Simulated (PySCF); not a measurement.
H4Zr, SMILES [ZrH4-], charge -1, multiplicity 2.

The structure is a stationary point at r2SCAN-D4/def2-TZVPD. A frequency run showed that this geometry is not a minimum. The multiplicity is an assumed one; other spin states were not compared. The def2 effective core potentials stand for the cores of Zr; spin–orbit coupling is left out.

Two levels are set side by side: PBE/def2-TZVPD (PySCF) and CAM-B3LYP/def2-TZVPD (PySCF). Same geometry, gas phase. Differences are taken from unrounded values.

```
quantity                     CAM-B3LYP    PBE  PBE minus CAM-B3LYP
---------------------------  ---------  -----  -------------------
α-spin orbital gap (eV)           4.59   0.38                -4.21
β-spin orbital gap (eV)           7.88   3.69                -4.19
mean polarisability (bohr³)       87.3  106.7                 19.3
```

PBE's more diffuse valence density responds more strongly to a field. Differences between two approximate levels are no errors against the true value.

Rough cost on one machine, each run with all the roots and properties that it gave: CAM-B3LYP against PBE within a factor of 2.
